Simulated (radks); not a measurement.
All-electron atom: the krypton ion Kr5+ in [Ar] 3d10 4s2 4p1. Calculated with a radial shooting solver on a logarithmic mesh with Libxc functionals: Dirac Kohn-Sham, PBE, spin-unpolarised, spherical densities, finite nucleus; open shells are shared between the two j in proportion to 2j + 1; Fermi nuclear charge, rms radius 4.1884 fm. Some entries of the table are withheld. Estimate them.

orbital      occ.  eigenvalue (hartree)  <r> (bohr)
1s1/2           2                   (1)     0.04148
2s1/2           2                   (2)      0.1832
2p1/2           2             -64.65615      0.1573
2p3/2           4             -62.67680      0.1613
3s1/2           2             -12.41479      0.5293
3p1/2           2                   (3)      0.5320
3p3/2           4                   (4)      0.5423
3d3/2           4              -5.72908      0.5478
3d5/2           6              -5.68058      0.5516
4s1/2           2              -3.20913       1.396
4p1/2    0.333333              -2.60597       1.529
4p3/2    0.666667              -2.56603       1.551
4d3/2           0                   (5)         (6)
4d5/2           0                   (7)         (8)
5s1/2           0              -1.39548         (9)

Answer. 
(1) 1s1/2 eigenvalue (hartree): -522.9348
(2) 2s1/2 eigenvalue (hartree): -71.24468
(3) 3p1/2 eigenvalue (hartree): -10.08504
(4) 3p3/2 eigenvalue (hartree): -9.79273
(5) 4d3/2 eigenvalue (hartree): -1.67125
(6) 4d3/2 <r> (bohr): 1.941
(7) 4d5/2 eigenvalue (hartree): -1.66622
(8) 4d5/2 <r> (bohr): 1.947
(9) 5s1/2 <r> (bohr): 2.861
